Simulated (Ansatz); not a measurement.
The inner images of a band of CH₃AsSi (6 atoms, charge 0, multiplicity 1) are given out of order.

Computed with RKS revPBE-D4/def2-SVP in Ansatz 0.2.0.

Image 0:

```xyz
6
Properties=species:S:1:pos:R:3
Si -1.126 -1.357 -1.183
C -0.196 -0.266 -0.260
As 1.311 0.805 -0.022
H -2.359 -1.668 -0.352
H 0.640 2.119 0.423
H 1.731 0.367 1.394
```

Image 6:

```xyz
6
Properties=species:S:1:pos:R:3
Si -1.047 -1.304 -1.174
C -0.326 -0.238 -0.066
As 0.673 0.947 0.950
H -2.353 -1.780 -0.560
H 0.978 2.067 -0.063
H 2.074 0.306 0.913
```

Q: Put them in order from the first end to the last, with their energies above the first end.
A.
```xyz
6
Properties=species:S:1:pos:R:3
Si -1.080 -1.380 -1.266
C -0.258 -0.289 -0.237
As 0.627 0.881 0.878
H -2.286 -1.630 -0.356
H 0.941 2.104 -0.003
H 2.055 0.315 0.985
```
B.
```xyz
6
Properties=species:S:1:pos:R:3
Si -1.122 -1.402 -1.266
C -0.284 -0.306 -0.232
As 1.170 0.766 0.072
H -2.327 -1.643 -0.357
H 0.718 2.202 0.384
H 1.845 0.382 1.398
```
C.
```xyz
6
Properties=species:S:1:pos:R:3
Si -1.132 -1.441 -1.309
C -0.307 -0.332 -0.252
As 1.014 0.758 0.225
H -2.313 -1.629 -0.338
H 0.786 2.259 0.310
H 1.951 0.385 1.363
```
D.
```xyz
6
Properties=species:S:1:pos:R:3
Si -1.145 -1.491 -1.242
C -0.222 -0.350 -0.335
As 0.697 0.833 0.642
H -2.343 -1.576 -0.281
H 0.966 2.201 0.015
H 2.047 0.382 1.202
```
E.
```xyz
6
Properties=species:S:1:pos:R:3
Si -1.159 -1.479 -1.284
C -0.278 -0.346 -0.295
As 0.875 0.772 0.394
H -2.333 -1.605 -0.291
H 0.872 2.268 0.177
H 2.023 0.390 1.300
```

A: B (+0.10 eV), C (+0.40 eV), E (+0.61 eV), D (+0.29 eV), A (+0.08 eV).

Run time: 2.1 min on 1 thread of Arm Neoverse V1, on a shared host, peak memory 0.14 GiB.
